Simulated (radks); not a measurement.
Neutral krypton inside a hard spherical wall (all orbitals vanish at R), configuration held at [Kr] and not refilled when levels cross. Calculated with a radial shooting solver on a logarithmic mesh with Libxc functionals: scalar-relativistic Kohn-Sham, r2SCAN, spin-polarised, spherical densities, finite nucleus; meta-GGA in the generalised Kohn-Sham scheme; Fermi nuclear charge, rms radius 4.1884 fm. Eigenvalues in eV for spin up, with the zero of energy where the potential of the charges vanishes at infinity; a dash marks a level that is unbound or too diffuse for the functional's potential to be trusted. A positive occupied level is held by the wall or, in an anion where self-interaction has pushed it up, behind a barrier. The pressure on the wall is -dE/dV.

| R (bohr) | E (hartree) | kinetic (hartree) | e(3p) | e(3d) | e(4s) | e(4p) | e(5s, empty) | e(5p, empty) | pressure (GPa) |
|---|---|---|---|---|---|---|---|---|---|
| free | -2790.72841 | 2854.637 | -199.58 | -82.829 | -23.946 | -9.651 | - | - | 0 |
| 12 | -2790.72841 | 2854.637 | -199.58 | -82.829 | -23.946 | -9.651 | 0.465 | 1.691 | < 0.0001 |
| 10 | -2790.72840 | 2854.637 | -199.58 | -82.828 | -23.945 | -9.650 | 0.830 | 2.524 | 0.000258 |
| 7 | -2790.72733 | 2854.649 | -199.51 | -82.758 | -23.889 | -9.596 | 2.725 | 6.157 | 0.0886 |
| 6 | -2790.72242 | 2854.692 | -199.30 | -82.540 | -23.719 | -9.426 | 4.656 | 9.357 | 0.670 |
| 4 | -2790.53216 | 2855.852 | -195.41 | -78.687 | -20.907 | -6.322 | 20.264 | 30.107 | 51.9 |
| 3 | -2789.46951 | 2860.675 | -184.84 | -68.242 | -12.783 | 3.343 | 56.592 | 71.731 | 637 |
| 2.5 | -2787.33283 | 2868.677 | -172.41 | -56.016 | -1.090 | 17.349 | 104.23 | 123.26 | 2630 |
| 2 | -2780.78224 | 2890.125 | -149.19 | -33.124 | 28.314 | 51.578 | 210.47 | 234.04 | 13300 |
